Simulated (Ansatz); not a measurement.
This geometry of CH5Ga + FH (9 atoms, charge 0, multiplicity 1) is a first-order saddle point.

Level of theory: Ansatz, RKS PBE0-D4/def2-SVPD.

```xyz
9
Properties=species:S:1:pos:R:3
Ga -0.029 -0.141 0.093
C -0.043 -0.124 2.226
H -1.000 -0.179 2.763
H 0.766 -0.518 2.859
H 0.191 0.954 2.136
H 1.405 0.045 -0.479
H -1.407 0.295 -0.482
F -0.190 -2.129 0.650
H -0.127 -1.378 1.488
```

(1) Which two structures does it join? (They come from a converged band through this point; their orientation in space is the band's.)

(2) How far does it lie above each of them?

Results:

(1) Bonds broken: Ga1–C2, F8–H9. Bonds formed: Ga1–F8, C2–H9. CH5Ga + FH becomes CH4 + FGaH2.

Initial state:

```xyz
9
Properties=species:S:1:pos:R:3
Ga 0.002 0.073 0.242
C 0.020 0.236 2.217
H -0.929 -0.080 2.679
H 0.849 -0.317 2.687
H 0.160 1.294 2.491
H 1.368 -0.028 -0.529
H -1.339 0.298 -0.545
F -0.280 -2.285 0.545
H -0.284 -2.365 1.468
```

Final state:

```xyz
9
Properties=species:S:1:pos:R:3
Ga -0.053 -0.419 -0.362
C -0.034 -0.191 2.554
H -0.951 -0.004 3.124
H 0.826 -0.281 3.228
H 0.143 0.671 1.892
H 1.424 0.040 -0.517
H -1.408 0.336 -0.481
F -0.234 -2.184 -0.192
H -0.146 -1.141 2.008
```

(2) 0.36 eV above the first and 1.37 eV above the second. This is the barrier of this one path; another mechanism may lie lower. The orbitals stay closed-shell, which can raise the energy where a bond breaks towards radicals; this wasn't checked here.

Time of the run: 100 s on 4 threads of Arm Neoverse V1, on a shared host, peak memory 0.32 GiB.
